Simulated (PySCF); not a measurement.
Compound: C₂H₉NSi₂.
Numbering: `[CH2:1]=[CH:2][SiH2:3][NH:4][SiH3:5]` (hydrogens: H6, H7 on C1; H8 on C2; H9, H10 on Si3; H11 on N4; H12, H13, H14 on Si5)

Computed, not measured: PBE0-D3(BJ)/def2-SVP geometry optimisation, gas phase in PySCF 2.14.0.

Q: What internal coordinates does the optimisation give?

A: 
```csv
bond,length (Å)
C1=C2,1.338
C2–Si3,1.870
Si3–N4,1.743
N4–Si5,1.739
C1–H6,1.096
C1–H7,1.097
C2–H8,1.099
"Si3–H9, Si3–H10",1.496
N4–H11,1.017
"Si5–H12, Si5–H13, Si5–H14",1.496
```

Bonds in one row agree within 0.01 Å and their mean is given. A selection of angles:
```csv
angle,degrees
C2–C1–H6,122.5
C2–C1–H7,121.0
H6–C1–H7,116.5
C1–C2–Si3,122.3
C1–C2–H8,118.4
Si3–C2–H8,119.3
C2–Si3–N4,111.4
C2–Si3–H9,108.8
N4–Si3–H9,109.7
N4–Si3–H10,108.1
H9–Si3–H10,108.5
Si3–N4–Si5,128.8
Si3–N4–H11,115.2
Si5–N4–H11,116.0
N4–Si5–H12,113.0
N4–Si5–H13,107.5
N4–Si5–H14,111.1
H12–Si5–H13,108.7
H12–Si5–H14,107.0
```

Torsions: C1–C2–Si3–N4 -3° (synperiplanar); C2–Si3–N4–Si5 100° (anticlinal). The mirror-image conformer, all signs reversed, is as good.

Si5 (SiH3 silicon) is distorted tetrahedral (angles from 107.0° to 113.0°). N4 (nitrogen bridging silicon atoms) is planar (angles 128.8°, 116.0° and 115.2°, sum 360.0°, 0.00 Å off the plane of its three neighbours). Si3 (SiH2 silicon) is tetrahedral (angles from 108.1° to 111.4°). Of the pairs four or more bonds apart, N4···H7 is among the closest relative to their van der Waals radii: 2.77 Å, 101 % of the sum of Bondi's values.

Point group: C1 (no symmetry element, even within 0.4 Å). Stationary, but not proved a minimum. One conformer, not necessarily the lowest.
